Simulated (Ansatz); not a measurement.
Coupled-cluster diagnostics for Cu(AsH3)Me (CH6AsCu), Ansatz.

Geometry of the singlet (B3LYP-D4/def2-SVP):

```xyz
9

Cu   -0.253   -0.159   -0.094
As    1.654    1.042    0.581
H     1.516    2.348    1.343
H     2.656    1.550   -0.441
H     2.673    0.412    1.514
C    -1.818   -1.145   -0.641
H    -1.545   -2.018   -1.259
H    -2.501   -0.513   -1.236
H    -2.382   -1.516    0.233
```

Correlated methods freeze 19 core orbitals; core or outer-core shells of As are correlated, in sets that lack core-valence functions.

Question: Estimate the CCSD(T) correlation energy, the shares of MP2 and (T), T1 and the reference's ⟨S²⟩ for: charge 0, singlet, own geometry in def2-TZVP; charge 1, doublet, vertical in def2-TZVP; and the rough time on 4 threads of INTEL XEON PLATINUM 8581C on a shared host.

Answer: 
```json
{"state": "charge 0, singlet, own geometry", "basis": "def2-TZVP", "correlation (eV)": "-25.182", "MP2 share (%)": "100.2", "(T) share (%)": "3.9", "T1": "0.022", "⟨S²⟩ (pure)": "0.00 (0.00)", "wall time": "14 s"}
{"state": "charge 1, doublet, vertical", "basis": "def2-TZVP", "correlation (eV)": "-23.712", "MP2 share (%)": "98.7", "(T) share (%)": "3.4", "T1": "0.039", "⟨S²⟩ (pure)": "0.77 (0.75)", "wall time": "59 s"}
```
Customary marks for T1 are 0.02 (closed shells), 0.045 (open shells) and about 0.05 (3d metals). T1 exceeds 0.02 in 2 of 2 rows and 0.045 in 0; the higher it lies, the less the single-reference result can be trusted.
